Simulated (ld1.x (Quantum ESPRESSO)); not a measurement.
# Reading a pseudo-wave (Mg)

Columns: radius, all-electron u(r) and pseudo u(r) of the 3s shell (level -4.70 eV) of magnesium in the configuration [He] 2s2 2p6 3s2 3p0; PBE, non-relativistic, PAW scheme, ld1.x (Quantum ESPRESSO) 7.5.

```
r (bohr)  all-electron   pseudo
   0.080        0.1197  -0.1921
   0.160        0.0260  -0.3678
   0.240       -0.0940  -0.5124
   0.320       -0.1832  -0.6149
   0.400       -0.2309  -0.6690
   0.480       -0.2416  -0.6734
   0.560       -0.2240  -0.6318
   0.640       -0.1867  -0.5523
   0.720       -0.1366  -0.4453
   0.800       -0.0792  -0.3228
   0.880       -0.0182  -0.1964
   0.960        0.0435  -0.0757
   1.040        0.1039   0.0327
   1.120        0.1618   0.1250
   1.200        0.2164   0.2009
   1.280        0.2672   0.2624
   1.360        0.3138   0.3131
   1.440        0.3563   0.3563
   1.520        0.3945   0.3945
   1.600        0.4287   0.4287
   1.680        0.4590   0.4590
   1.760        0.4857   0.4857
   1.840        0.5090   0.5090
   1.920        0.5293   0.5293
   2.000        0.5465   0.5465
   2.080        0.5611   0.5611
```

Problem. How many radial nodes do the two functions have?

Solution. The all-electron 3s function has n − l − 1 = 2; the pseudo-wave has 1, since 1 lower shell of the same l stays in the valence.

Problem. At about which radius was the pseudo-wave matched?

Solution. 1.50 bohr, where the columns begin to agree (steps of 0.08 bohr).

Problem. Is the pseudo-wave norm-conserving?

Solution. No, it belongs to a PAW set: the norm inside the radius is not constrained, and the difference is carried by the augmentation charge.
